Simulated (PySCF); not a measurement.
**Spin-rotation constants: `F[C@@H]1CCCO[SiH2]C1`, C5H11FOSi**

Molfile (atoms numbered from 1):
```
C5H11FOSi
     RDKit          3D

 19 19  0  0  0  0  0  0  0  0999 V2000
   -1.5439   -2.1093   -1.0966 F   0  0  0  0  0  0  0  0  0  0  0  0
   -0.8172   -0.9608   -0.7796 C   0  0  2  0  0  0  0  0  0  0  0  0
    0.3571   -1.3944    0.0998 C   0  0  0  0  0  0  0  0  0  0  0  0
    1.6177   -0.5447   -0.0550 C   0  0  0  0  0  0  0  0  0  0  0  0
    1.5462    0.8155    0.6357 C   0  0  0  0  0  0  0  0  0  0  0  0
    0.6496    1.6853    0.0039 O   0  0  0  0  0  0  0  0  0  0  0  0
   -0.9652    1.7516    0.1012 Si  0  0  0  0  0  4  0  0  0  0  0  0
   -1.7627    0.0330   -0.1300 C   0  0  0  0  0  0  0  0  0  0  0  0
   -0.4536   -0.5872   -1.7452 H   0  0  0  0  0  0  0  0  0  0  0  0
    0.0434   -1.4083    1.1463 H   0  0  0  0  0  0  0  0  0  0  0  0
    0.6009   -2.4213   -0.1854 H   0  0  0  0  0  0  0  0  0  0  0  0
    2.4616   -1.0879    0.3751 H   0  0  0  0  0  0  0  0  0  0  0  0
    1.8243   -0.3840   -1.1151 H   0  0  0  0  0  0  0  0  0  0  0  0
    2.5296    1.2970    0.5922 H   0  0  0  0  0  0  0  0  0  0  0  0
    1.2716    0.6865    1.6889 H   0  0  0  0  0  0  0  0  0  0  0  0
   -1.4038    2.2597    1.4067 H   0  0  0  0  0  0  0  0  0  0  0  0
   -1.2156    2.6545   -1.0115 H   0  0  0  0  0  0  0  0  0  0  0  0
   -2.0994   -0.3881    0.8197 H   0  0  0  0  0  0  0  0  0  0  0  0
   -2.6504    0.1123   -0.7585 H   0  0  0  0  0  0  0  0  0  0  0  0
  1  2  1  0
  2  3  1  0
  3  4  1  0
  4  5  1  0
  5  6  1  0
  6  7  1  0
  7  8  1  0
  8  2  1  0
  2  9  1  6
  3 10  1  0
  3 11  1  0
  4 12  1  0
  4 13  1  0
  5 14  1  0
  5 15  1  0
  7 16  1  0
  7 17  1  0
  8 18  1  0
  8 19  1  0
M  END
```

Method: GIAO HCTH407/def2-SVP magnetisability, rotational g tensor and spin-rotation constants, non-relativistic, gas phase in PySCF. Geometry: GFN2-xTB.

(1) Give the nuclear spin-rotation constants along the inertial axes (H = +C I·J) beside the isotropic shieldings.

## Answers

(1) Rotational constants 2.3190, 1.4714, 0.9721 GHz. A star marks the isotopologue with that one atom substituted, in its own axes.
```csv
atom,isotope,Caa (kHz),Cbb (kHz),Ccc (kHz),mean (kHz),σ (ppm)
F1,19F,1.583,0.811,0.958,1.118,342.8
H9,1H,-0.249,-0.136,0.066,-0.106,26.9
H10,1H,-0.264,-0.169,0.033,-0.134,30.3
H11,1H,-0.032,-0.073,-0.110,-0.071,29.3
H12,1H,-0.265,0.034,-0.099,-0.110,30.2
H13,1H,-0.266,-0.162,0.032,-0.132,30.2
H14,1H,-0.032,-0.068,-0.082,-0.060,27.6
H15,1H,-0.240,-0.157,0.051,-0.116,28.3
H16,1H,-0.151,-0.102,0.013,-0.080,26.6
H17,1H,-0.180,-0.089,0.011,-0.086,26.9
H18,1H,-0.243,-0.176,0.024,-0.132,30.5
H19,1H,-0.178,-0.020,-0.105,-0.101,30.3
C2,13C*,0.432,0.397,0.278,0.369,97.9
C3,13C*,0.405,0.245,0.170,0.273,148.3
C4,13C*,0.358,0.236,0.143,0.246,159.7
C5,13C*,0.500,0.274,0.210,0.328,124.6
O6,17O*,-0.094,-0.195,-0.063,-0.117,299.4
Si7,29Si*,-1.253,-0.715,-0.557,-0.842,430.5
C8,13C*,0.356,0.182,0.158,0.232,165.2
```
For the geometry as given, no vibrational averaging.
